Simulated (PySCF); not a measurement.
Frontier orbitals and the lowest excitations

C5H7NSSi.
Geometry (PBE0-D3(BJ)/def2-SVP, Å), atoms numbered from 1 in this order:
```xyz
15
C5H7NSSi angstrom
Si     2.9321    0.2888   -0.3101
S      1.5222   -0.5443    1.0858
C     -0.0534   -0.3209    0.3163
C     -1.1701   -0.8073    1.0079
C     -2.4292   -0.6517    0.4370
N     -2.6467   -0.0629   -0.7374
C     -1.5836    0.3964   -1.3884
C     -0.2746    0.2976   -0.9177
H      2.9000   -0.4244   -1.6207
H      4.2361    0.0722    0.3747
H      2.6926    1.7441   -0.5381
H     -1.0562   -1.3005    1.9756
H     -3.3117   -1.0285    0.9669
H     -1.7707    0.8801   -2.3544
H      0.5403    0.7038   -1.5206
```

Theory: TDDFT wB97X-D/def2-SVPD, vertical, gas phase, core orbitals frozen in the response in PySCF 2.14.0, density-fitted response routines.

Frontier orbitals with the atoms that hold most of them (Löwdin shares over 4%, at most four atoms; ? is withheld):

| orbital | ε (eV) | atoms |
| --- | --- | --- |
| LUMO+2 | 1.39 | Si1 35%, S2 29%, H11 12%, H9 12% |
| LUMO+1 | 0.99 | C5 18%, C7 18%, C8 18%, C4 18% |
| LUMO | ? | ? |
| HOMO | -8.82 | ? |
| HOMO-1 | -9.51 | N6 59%, C7 11%, C5 10%, C8 5% |
| HOMO-2 | -9.67 | C8 22%, C5 20%, C7 19%, C4 19% |
| HOMO-3 | -11.13 | S2 57%, Si1 16%, C3 9%, H11 5% |

Question: Give the leading atoms of the HOMO.

Answer: S2 (bonded to C and Si) 48%; C3 (bonded to 2 C and S) 12%; N6 (bonded to 2 C) 10%; C4 (bonded to 2 C and H) 8%. By element: sulfur 48%, carbon 21% or more, nitrogen 10%.

Question: Which atoms hold the LUMO, and with what shares?

Answer: C3 (bonded to 2 C and S) 24%; N6 (bonded to 2 C) 20%; C7 (bonded to C, N and H) 10%; C8 (bonded to 2 C and H) 10%. By element: carbon 44% or more, nitrogen 20%.

Question: What is the LUMO energy, and the HOMO–LUMO gap?

Answer: ε(LUMO) = 0.63 eV; the gap is 9.45 eV (0.3472 hartree).

Question: The HOMO–LUMO gap is 9.45 eV. Where does the response calculation put the lowest singlet, and from which orbitals?

Answer: S1 is at 5.10 eV (f = 0.0042), 4.35 eV below the gap, made of HOMO-1→LUMO (96%). Its leading pair isn't HOMO and LUMO; the energies of that pair differ by 10.13 eV. Without the coupling terms of the response equations the lowest excitation would equal the gap.

Question: One configuration dominates each of S1, S2, S4 and S8. Which, and how do the shares of the two leading atoms of either orbital change from the occupied to the empty one?

Answer: 
- S1 (5.10 eV, f 0.0042), HOMO-1→LUMO (96%): N6 59% → 20%, C7 11% → 10%, C3 at most 5% → 24%
- S2 (5.31 eV, f 0.0000), HOMO-1→LUMO+1 (98%): N6 59% → at most 18%, C7 11% → 18%, C5 10% → 18%
- S4 (5.50 eV, f 0.229), HOMO→LUMO (90%): S2 48% → at most 10%, C3 12% → 24%, N6 10% → 20%
- S8 (6.71 eV, f 0.381), HOMO-2→LUMO+1 (84%): C8 22% → 18%, C5 20% → 18%, C7 19% → 18%

Löwdin shares depend on the basis, the more so with diffuse functions.

One conformer stands for the species.
